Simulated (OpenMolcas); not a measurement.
Ni4+ among 2 point charges of -2 e arranged as a linear pair (D∞h), 1.73 Å from the ion.
```
   0.0000    0.0000    1.7300  -2.00
   0.0000    0.0000   -1.7300  -2.00
```

| Quantity | Value |
| --- | --- |
| Program | OpenMolcas |
| Method | SS-CASPT2, IPEA 0.25 Eh, imaginary shift 0.1 Eh (closed shells correlated: 3s 3p) |
| Basis | ANO-RCC-VDZP [5s4p2d1f] |
| Scalar Hamiltonian | DKH2, point nucleus |
| Active space | 6 electrons in 5 orbitals (3d) |
| State averaging | 2S+1 = 5 even, 5 roots; 2S+1 = 3 even, 45 roots; 2S+1 = 1 even, 50 roots |
| Spin-orbit coupling | RASSI with atomic mean-field integrals over the reference wave functions |

**Question.** What is the spin-free ground state (labels by Λ)?

**Answer.** 5Δ, 2-fold in its orbital part, 100 % from free-ion D terms; it has the highest spin that d6 allows.

**Question.** Where is the first state of the same spin?

**Answer.** 5Π at 9580 cm-1 above the ground state.

**Question.** What are the lowest two levels with spin-orbit coupling?

**Answer.** A 2-fold level with g = 0.00, 0.00, 12.00, then a 2-fold level 420 cm-1 above it. Their leading multiplicities are 5 (100 %) and 5 (100 %).

**Question.** What is χT at 300 K, and how does it compare with the textbook value?

**Answer.** The lowest level has 2S+1 = 5, for which the spin-only value is χT = S(S+1) / 2 = 3.000 cm3 K/mol (g = 2). The computed 5.113 at 300 K differs by +2.113, through orbital momentum, spin-orbit coupling and any other state in reach.

Roots that are degenerate in the reference are averaged as groups; the widest CASPT2 spread within a group is 17 cm-1 (the 2-fold group of multiplicity 1 near 91800 cm-1 above the lowest state of its run). Shifts and gaps below about the spread of the groups concerned are not significant. Point charges give a weaker field than real ligands, and real ions of this kind are often low spin; the high spin found here belongs to the model. Free-ion shares, where given, are those of the reference states; single-state CASPT2 does not remix them. Point charges carry no covalency, so the field is a model and not that of real ligands. No measured value stands beside these numbers.

With an even number of electrons the g values are those of a degenerate or nearly degenerate non-Kramers pair.
